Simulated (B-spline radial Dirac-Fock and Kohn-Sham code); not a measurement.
# Atomic SCF run for Xe⁶⁺

ΔSCF core binding energies without Breit or QED terms, calculated with a radial finite-basis atomic code. Keys: rel is the Hamiltonian (dirac, or spin-free x2c and nr, where L3 and M5 stand for the whole 2p and 3d shells), method is hf or an exchange,correlation pair (spin-unpolarised, also for the hole states), nuc the nuclear model, radius_factor scales its radius, rmax is the box in bohr, h the logarithmic mesh step, order the B-spline order, points the quadrature points per cell, c_factor scales the speed of light, and damp, ndamp, maxit and tol steer the iteration. The run stops when the commutator error falls below 10·tol·max(1, Z/10), or the numerical noise floor, and the energy has settled to about 1e-8 Ha; the virial ratio is −V/T.

Input (task.json):

```json
{"items": [{"Z": 54, "q": 6, "cfg": [[1, 0, 2], [2, 0, 2], [2, 1, 6], [3, 0, 2], [3, 1, 6], [3, 2, 10], [4, 0, 2], [4, 1, 6], [4, 2, 10], [5, 0, 2]], "A": 132, "rrms": 4.7859, "do": "settings", "holes": ["K", "L3", "M5"],
  "settings": [{"rel": "dirac", "method": "hf", "nuc": "sphere", "radius_factor": 1.0, "rmax": 45.0, "h": 0.22, "order": 8, "points": 10, "c_factor": 1.0, "maxit": 60, "damp": 0.2, "ndamp": 3, "tol": 1e-08}]}]}
```

Command: `python xray2_run.py task.json out`

Ground-state iterations:

```
iter   energy (Ha)        error
   1    -7413.94596679  1.38e+00
   2    -7433.67489975  5.13e-01
   3    -7438.60803966  1.05e-01
   4    -7438.73371741  1.55e-02
   5    -7438.73729562  6.36e-03
   6    -7438.73804631  6.67e-04
   7    -7438.73805078  6.75e-05
   8    -7438.73805083  5.43e-06
   9    -7438.73805083  2.78e-07
```

The ground state converged in 9 iterations, with total energy -7438.73805 Ha, virial ratio 1.94124 and highest orbital energy -89.91 eV. ΔSCF binding energies: K (1s) 34769.7 eV, L3 (2p3/2) 4877.6 eV, M5 (3d5/2) 757.5 eV.
